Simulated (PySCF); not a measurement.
Static response to an electric field

Compound: C5H3NS2.
Structure used (GFN2-xTB), in Å, numbered top down from 1:
```xyz
11
C5H3NS2 angstrom
N      3.577    0.619    0.354
C      2.854   -0.214    0.663
S      1.817   -1.451    1.125
C      0.289   -0.706    0.634
C      0.062    0.509    0.064
C     -1.313    0.727   -0.173
C     -2.092   -0.312    0.217
S     -1.173   -1.600    0.891
H      0.837    1.214   -0.177
H     -1.696    1.627   -0.618
H     -3.157   -0.410    0.154
```

Level: B3LYP/def2-SVPD (PySCF), static field, nuclei fixed, core orbitals frozen in the response. The polarisability tensor in these axes (au):

```
x   130.94   7.04   3.89
y     7.04  95.60 -15.59
z     3.89 -15.59  67.09
```

Question: What are the eigenvalues, a third of the trace, and Δα (Δα² = ½Σ(αi − αj)² over the three pairs)?

Answer: Principal values 59.64, 101.69 and 132.31 au; mean 97.88 au = 14.50 Å³ = 16.14 × 10⁻⁴⁰ C²·m²/J; Δα = 63.19 au (65 % of the mean).

Question: What is the dipole moment, and where does it point?

Answer: (-3.46, -1.05, 0.14) D, 3.61 D in size, pointing from the negative to the positive side. Measured along this direction, the outermost atoms are N1 at the negative end and H11 at the positive end.

Question: Along which axes do the principal values lie, and how far do the nuclei extend along each?

Answer: Largest value along (0.98, 0.18, 0.02), where the nuclei span 6.81 Å; middle along (-0.16, 0.89, -0.42), 4.04 Å; least along (-0.09, 0.41, 0.91), 0.01 Å. The response follows the extents in order.

Question: Rayleigh depolarisation ratio (linearly polarised light, static tensor)?

Answer: ρ = 3Δα²/(45ᾱ² + 4Δα²) = 11979.5/(431109 + 15972.6) = 0.0268.

Question: What would n − 1 = 2πNα be for an ideal gas of these molecules at 400 K and 1 atm, electronic part alone?

Answer: N = p/kT = 1.8347 × 10¹⁹ cm⁻³, so n − 1 = 2π × N × 14.50 × 10⁻²⁴ cm³ = 1672 × 10⁻⁶ at long wavelengths.

Question: Traceless (Buckingham) quadrupole moment about the centre of nuclear charge: eigenvalues?

Answer: -11.04, -1.82, 12.86 D·Å. The values depend on the origin, since the dipole doesn't vanish. The electronic extent ⟨r²⟩ about the same centre is 1323 bohr², a root-mean-square distance of 2.27 Å for the 72 electrons.

Question: What molar refraction does this α imply?

Answer: Lorentz–Lorenz: R = (4π/3)N_A α = 2.5225 cm³/(mol·Å³) × 14.50 Å³ = 36.6 cm³/mol, in the limit of long wavelengths.

Isolated species at its GFN2-xTB geometry (one conformer only).
